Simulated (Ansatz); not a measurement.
Frontier orbitals of `C[N](C)[SbH][SiH3]`.

Total charge 0; spin multiplicity 1. Correlated methods include outer-core shells of Sb, which these sets cover unevenly. Sb takes the def2 core potential. The structure was optimised at the PBE0-D4/def2-TZVP level. It is one conformer, not always the lowest. Basis def2-TZVPP, the Gaussian-basis code of Ansatz.

```csv
functional,HOMO (eV),LUMO (eV)
r2SCAN0,-6.40,-0.67
```

Task: Give HOMO and LUMO (eV) with LDA (SPW92), PBE, revPBE, BLYP, r2SCAN, B97M-V, PBE0, B3LYP, r2SCANh, HSE06 (plane-wave form), BHLYP, CAM-B3LYP, LC-ωPBE, ωB97X-V, ωB97M-V. (Estimate.)

Result: Computed: 
```csv
functional,HOMO,LUMO
LDA (SPW92),-5.08,-1.78
PBE,-4.98,-1.56
revPBE,-4.94,-1.46
BLYP,-4.87,-1.42
r2SCAN,-5.21,-1.36
B97M-V,-5.39,-1.48
PBE0,-6.24,-0.78
B3LYP,-6.03,-0.96
r2SCANh,-5.69,-1.08
HSE06 (plane-wave form),-5.84,-1.14
BHLYP,-7.39,0.07
CAM-B3LYP,-7.55,0.21
LC-ωPBE,-8.83,1.29
ωB97X-V,-8.53,1.15
ωB97M-V,-8.45,0.91
```

B3LYP here is the variant with VWN-RPA as its local correlation; programs differ in this. LC-ωPBE has ω = 0.4 bohr⁻¹. Positive LUMOs are unbound and depend on the basis.
